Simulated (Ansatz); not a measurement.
`BB(N)C[SiH3]` + `FC1([SiH3])C=C1` → `BC1(F)C=C1` + `NB([SiH3])C[SiH3]`  (redistribution)

Program: Ansatz. Geometries: PBE0-D4/def2-TZVP. ΔE: electronic, gas phase. CCSD(T)/CBS is the MP2 limit (def2-TZVPP, def2-QZVPP) plus CCSD(T) − MP2 in def2-TZVPP, frozen cores. Functionals use def2-TZVPP. B3LYP here is the variant with VWN-RPA as its local correlation; programs differ in this. Each species was taken in one conformer, which may not be the lowest.

```json
{"species": "`BB(N)C[SiH3]`", "B3LYP energy (Eh)": "-437.58238"}
{"species": "`FC1([SiH3])C=C1`", "B3LYP energy (Eh)": "-506.67999"}
{"species": "`BC1(F)C=C1`", "B3LYP energy (Eh)": "-241.40264"}
{"species": "`NB([SiH3])C[SiH3]`", "B3LYP energy (Eh)": "-702.87444"}
```

Task: Work out ΔE.

Result: ΔE = (-241.40264) + (-702.87444) − (-437.58238) − (-506.67999) = -0.01471 Eh = -38.6 kJ/mol. CCSD(T)/CBS gives -38.8 kJ/mol.

Largest T1 diagnostic among the species: 0.013.

In def2-TZVPP, CCSD(T) changes the Hartree–Fock value by −8.9 kJ/mol (the triples alone add −2.0 kJ/mol) and MP2 by −7.7 kJ/mol.
